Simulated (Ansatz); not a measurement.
Ansatz (a first-principles code) input (B3LYP-D3(BJ)/def2-TZVP):

Ansatz 0.2 input:
```yaml
crystal:
  periodic: [false, false, false]
  atoms:
    - {symbol: C, position_ang: [-1.16288243, -0.16046339, -0.48978034]}
    - {symbol: C, position_ang: [0.27859612, -0.13997124, -0.19633889]}
    - {symbol: Cl, position_ang: [0.91530387, 1.56612668, -0.20792703]}
    - {symbol: Cl, position_ang: [1.11900840, -1.07001425, -1.47020717]}
    - {symbol: Cl, position_ang: [0.64798269, -0.85273675, 1.40864495]}
    - {symbol: Cl, position_ang: [-2.28122760, 0.48689446, 0.59856049]}
    - {symbol: H, position_ang: [-1.51242710, -0.41198434, -1.47749531]}
basis:
  gaussian:
    orbitals: def2-TZVP
hamiltonian:
  xc: b3lyp
  dispersion: d3bj
magnetization: {spin_polarized: true, initial_magnetization: 1}
phonons: {temperatures: {t_min: 298.15, t_max: 298.15, t_step: 100}}
```

Output:

```
Functional definition: B3LYP
integrals: 0.19 GiB planned
1456 factors; their error is unknown
mean field: 2.32 GiB planned
mean field evaluation 1: about -52179.0348 eV, gradient 2.7e1 eV
mean field evaluation 2: about -52173.7059 eV, gradient 4.2e1 eV
mean field evaluation 4: about -52182.5111 eV, gradient 3.7e0 eV
mean field evaluation 8: about -52182.5743 eV, gradient 1.3e-1 eV
mean field evaluation 16: about -52182.6863 eV, gradient 4.2e-4 eV
mean field -52182.68628677 eV, -1917.6783503436 hartree, gradient 4.7e-5 eV, S^2 0.754975; 0 other end points of the search recorded, 0 dependent functions left out
the calculation of the forces begins
reference -52182.68656846 eV, -1917.6783606955 hartree; 41, 40 occupied and 175, 176 virtual orbitals, 1456 factors
these checks for a lower state are left out or cut short: stability, starts, cluster_reference, orbital_swaps, neighbouring_geometries, increment
integrals: 0.19 GiB planned
1456 factors; their error is unknown
mean field: 2.32 GiB planned
mean field -52182.68617434 eV, -1917.6783462120 hartree, gradient 1.6e-6 eV, S^2 0.754982; 0 other end points of the search recorded, 0 dependent functions left out
the calculation of the forces begins
reference -52182.68645602 eV, -1917.6783565634 hartree; 41, 40 occupied and 175, 176 virtual orbitals, 1456 factors
these checks for a lower state are left out or cut short: stability, starts, cluster_reference, orbital_swaps, neighbouring_geometries, increment
integrals: 0.19 GiB planned
1456 factors; their error is unknown
mean field: 2.32 GiB planned
mean field evaluation 32: about -52182.6861 eV, gradient 2.8e-3 eV
mean field -52182.68612551 eV, -1917.6783444173 hartree, gradient 1.5e-6 eV, S^2 0.754969; 0 other end points of the search recorded, 0 dependent functions left out
the calculation of the forces begins
reference -52182.68640721 eV, -1917.6783547697 hartree; 41, 40 occupied and 175, 176 virtual orbitals, 1456 factors
these checks for a lower state are left out or cut short: stability, starts, cluster_reference, orbital_swaps, neighbouring_geometries, increment
integrals: 0.19 GiB planned
1456 factors; their error is unknown
mean field: 2.32 GiB planned
mean field -52182.68624544 eV, -1917.6783488247 hartree, gradient 1.7e-6 eV, S^2 0.754979; 0 other end points of the search recorded, 0 dependent functions left out
the calculation of the forces begins
reference -52182.68652712 eV, -1917.6783591763 hartree; 41, 40 occupied and 175, 176 virtual orbitals, 1456 factors
these checks for a lower state are left out or cut short: stability, starts, cluster_reference, orbital_swaps, neighbouring_geometries, increment
integrals: 0.19 GiB planned
1456 factors; their error is unknown
mean field: 2.32 GiB planned
mean field -52182.68625823 eV, -1917.6783492948 hartree, gradient 1.8e-6 eV, S^2 0.754971; 0 other end points of the search recorded, 0 dependent functions left out
the calculation of the forces begins
reference -52182.68653993 eV, -1917.6783596471 hartree; 41, 40 occupied and 175, 176 virtual orbitals, 1456 factors
these checks for a lower state are left out or cut short: stability, starts, cluster_reference, orbital_swaps, neighbouring_geometries, increment
integrals: 0.19 GiB planned
1456 factors; their error is unknown
mean field: 2.32 GiB planned
mean field -52182.68612178 eV, -1917.6783442804 hartree, gradient 1.3e-6 eV, S^2 0.754976; 0 other end points of the search recorded, 0 dependent functions left out
the calculation of the forces begins
reference -52182.68640347 eV, -1917.6783546323 hartree; 41, 40 occupied and 175, 176 virtual orbitals, 1456 factors
these checks for a lower state are left out or cut short: stability, starts, cluster_reference, orbital_swaps, neighbouring_geometries, increment
integrals: 0.19 GiB planned
[...]
mean field -52182.68633187 eV, -1917.6783520010 hartree, gradient 1.2e-6 eV, S^2 0.754975; 0 other end points of the search recorded, 0 dependent functions left out
the calculation of the forces begins
reference -52182.68661358 eV, -1917.6783623539 hartree; 41, 40 occupied and 175, 176 virtual orbitals, 1456 factors
these checks for a lower state are left out or cut short: stability, starts, cluster_reference, orbital_swaps, neighbouring_geometries, increment
integrals: 0.19 GiB planned
1456 factors; their error is unknown
mean field: 2.32 GiB planned
mean field -52182.68633984 eV, -1917.6783522940 hartree, gradient 2.1e-6 eV, S^2 0.754976; 0 other end points of the search recorded, 0 dependent functions left out
the calculation of the forces begins
reference -52182.68662156 eV, -1917.6783626471 hartree; 41, 40 occupied and 175, 176 virtual orbitals, 1456 factors
these checks for a lower state are left out or cut short: stability, starts, cluster_reference, orbital_swaps, neighbouring_geometries, increment
integrals: 0.19 GiB planned
1456 factors; their error is unknown
mean field: 2.32 GiB planned
mean field -52182.68614580 eV, -1917.6783451630 hartree, gradient 2.0e-6 eV, S^2 0.754974; 0 other end points of the search recorded, 0 dependent functions left out
the calculation of the forces begins
reference -52182.68642746 eV, -1917.6783555138 hartree; 41, 40 occupied and 175, 176 virtual orbitals, 1456 factors
these checks for a lower state are left out or cut short: stability, starts, cluster_reference, orbital_swaps, neighbouring_geometries, increment
integrals: 0.19 GiB planned
1456 factors; their error is unknown
mean field: 2.32 GiB planned
mean field -52182.68606483 eV, -1917.6783421874 hartree, gradient 2.0e-6 eV, S^2 0.754969; 0 other end points of the search recorded, 0 dependent functions left out
the calculation of the forces begins
reference -52182.68634648 eV, -1917.6783525381 hartree; 41, 40 occupied and 175, 176 virtual orbitals, 1456 factors
these checks for a lower state are left out or cut short: stability, starts, cluster_reference, orbital_swaps, neighbouring_geometries, increment
integrals: 0.19 GiB planned
1456 factors; their error is unknown
mean field: 2.32 GiB planned
mean field -52182.68642458 eV, -1917.6783554081 hartree, gradient 2.8e-6 eV, S^2 0.754982; 0 other end points of the search recorded, 0 dependent functions left out
the calculation of the forces begins
reference -52182.68670630 eV, -1917.6783657612 hartree; 41, 40 occupied and 175, 176 virtual orbitals, 1456 factors
these checks for a lower state are left out or cut short: stability, starts, cluster_reference, orbital_swaps, neighbouring_geometries, increment
integrals: 0.19 GiB planned
1456 factors; their error is unknown
mean field: 2.32 GiB planned
mean field evaluation 224: about -52182.6863 eV, gradient 3.9e-5 eV
mean field -52182.68630344 eV, -1917.6783509564 hartree, gradient 1.8e-6 eV, S^2 0.754977; 0 other end points of the search recorded, 0 dependent functions left out
the calculation of the forces begins
reference -52182.68658515 eV, -1917.6783613087 hartree; 41, 40 occupied and 175, 176 virtual orbitals, 1456 factors
these checks for a lower state are left out or cut short: stability, starts, cluster_reference, orbital_swaps, neighbouring_geometries, increment
integrals: 0.19 GiB planned
1456 factors; their error is unknown
mean field: 2.32 GiB planned
mean field -52182.68624490 eV, -1917.6783488050 hartree, gradient 1.6e-6 eV, S^2 0.754973; 0 other end points of the search recorded, 0 dependent functions left out
the calculation of the forces begins
reference -52182.68652658 eV, -1917.6783591565 hartree; 41, 40 occupied and 175, 176 virtual orbitals, 1456 factors
these checks for a lower state are left out or cut short: stability, starts, cluster_reference, orbital_swaps, neighbouring_geometries, increment
integrals: 0.19 GiB planned
1456 factors; their error is unknown
mean field: 2.32 GiB planned
mean field -52182.68628283 eV, -1917.6783501988 hartree, gradient 2.6e-6 eV, S^2 0.754981; 0 other end points of the search recorded, 0 dependent functions left out
the calculation of the forces begins
reference -52182.68656452 eV, -1917.6783605509 hartree; 41, 40 occupied and 175, 176 virtual orbitals, 1456 factors
these checks for a lower state are left out or cut short: stability, starts, cluster_reference, orbital_swaps, neighbouring_geometries, increment
integrals: 0.19 GiB planned
1456 factors; their error is unknown
mean field: 2.32 GiB planned
mean field -52182.68621306 eV, -1917.6783476348 hartree, gradient 1.9e-6 eV, S^2 0.754970; 0 other end points of the search recorded, 0 dependent functions left out
the calculation of the forces begins
reference -52182.68649474 eV, -1917.6783579866 hartree; 41, 40 occupied and 175, 176 virtual orbitals, 1456 factors
these checks for a lower state are left out or cut short: stability, starts, cluster_reference, orbital_swaps, neighbouring_geometries, increment
integrals: 0.19 GiB planned
1456 factors; their error is unknown
mean field: 2.32 GiB planned
mean field -52182.68622313 eV, -1917.6783480048 hartree, gradient 2.0e-6 eV, S^2 0.754972; 0 other end points of the search recorded, 0 dependent functions left out
the calculation of the forces begins
reference -52182.68650481 eV, -1917.6783583565 hartree; 41, 40 occupied and 175, 176 virtual orbitals, 1456 factors
these checks for a lower state are left out or cut short: stability, starts, cluster_reference, orbital_swaps, neighbouring_geometries, increment
integrals: 0.19 GiB planned
1456 factors; their error is unknown
mean field: 2.32 GiB planned
mean field evaluation 256: about -52182.6863 eV, gradient 2.0e-6 eV
mean field -52182.68629594 eV, -1917.6783506808 hartree, gradient 2.0e-6 eV, S^2 0.754978; 0 other end points of the search recorded, 0 dependent functions left out
the calculation of the forces begins
reference -52182.68657764 eV, -1917.6783610329 hartree; 41, 40 occupied and 175, 176 virtual orbitals, 1456 factors
these checks for a lower state are left out or cut short: stability, starts, cluster_reference, orbital_swaps, neighbouring_geometries, increment
integrals: 0.19 GiB planned
1456 factors; their error is unknown
mean field: 2.32 GiB planned
mean field -52182.68627096 eV, -1917.6783497626 hartree, gradient 1.4e-6 eV, S^2 0.754972; 0 other end points of the search recorded, 0 dependent functions left out
the calculation of the forces begins
reference -52182.68655265 eV, -1917.6783601147 hartree; 41, 40 occupied and 175, 176 virtual orbitals, 1456 factors
these checks for a lower state are left out or cut short: stability, starts, cluster_reference, orbital_swaps, neighbouring_geometries, increment
integrals: 0.19 GiB planned
1456 factors; their error is unknown
mean field: 2.32 GiB planned
mean field -52182.68628654 eV, -1917.6783503352 hartree, gradient 1.3e-6 eV, S^2 0.754978; 0 other end points of the search recorded, 0 dependent functions left out
the calculation of the forces begins
reference -52182.68656823 eV, -1917.6783606870 hartree; 41, 40 occupied and 175, 176 virtual orbitals, 1456 factors
these checks for a lower state are left out or cut short: stability, starts, cluster_reference, orbital_swaps, neighbouring_geometries, increment
integrals: 0.19 GiB planned
1456 factors; their error is unknown
mean field: 2.32 GiB planned
mean field -52182.68616895 eV, -1917.6783460140 hartree, gradient 2.7e-6 eV, S^2 0.754968; 0 other end points of the search recorded, 0 dependent functions left out
the calculation of the forces begins
reference -52182.68645064 eV, -1917.6783563659 hartree; 41, 40 occupied and 175, 176 virtual orbitals, 1456 factors
these checks for a lower state are left out or cut short: stability, starts, cluster_reference, orbital_swaps, neighbouring_geometries, increment
integrals: 0.19 GiB planned
1456 factors; their error is unknown
mean field: 2.32 GiB planned
mean field -52182.68621498 eV, -1917.6783477054 hartree, gradient 2.7e-6 eV, S^2 0.754982; 0 other end points of the search recorded, 0 dependent functions left out
the calculation of the forces begins
reference -52182.68649667 eV, -1917.6783580573 hartree; 41, 40 occupied and 175, 176 virtual orbitals, 1456 factors
Total energy: -52183.22242578 eV, -1917.6980530887 hartree
Atom 0 at    -1.162882    -0.160463    -0.489780 Å, force     0.000931     0.000056     0.000237 eV/Å
Atom 1 at     0.278596    -0.139971    -0.196339 Å, force    -0.000599    -0.000074    -0.000420 eV/Å
Atom 2 at     0.915304     1.566127    -0.207927 Å, force    -0.000125     0.000058     0.000092 eV/Å
Atom 3 at     1.119008    -1.070014    -1.470207 Å, force     0.000053    -0.000021     0.000027 eV/Å
Atom 4 at     0.647983    -0.852737     1.408645 Å, force     0.000015    -0.000090     0.000069 eV/Å
Atom 5 at    -2.281228     0.486894     0.598560 Å, force    -0.000148     0.000170     0.000056 eV/Å
Atom 6 at    -1.512427    -0.411984    -1.477495 Å, force    -0.000127    -0.000100    -0.000061 eV/Å
Dipole moment:    -0.232707    -0.057676    -0.156273 e Å
Vibrations: 52.77 153.15 216.46 235.93 273.98 302.79 379.87 406.10 535.41 659.04 764.03 864.90 1129.37 1286.24 3241.49 cm⁻¹, zero-point energy 0.651011 eV
```

It need not be the lowest isomer of its formula.
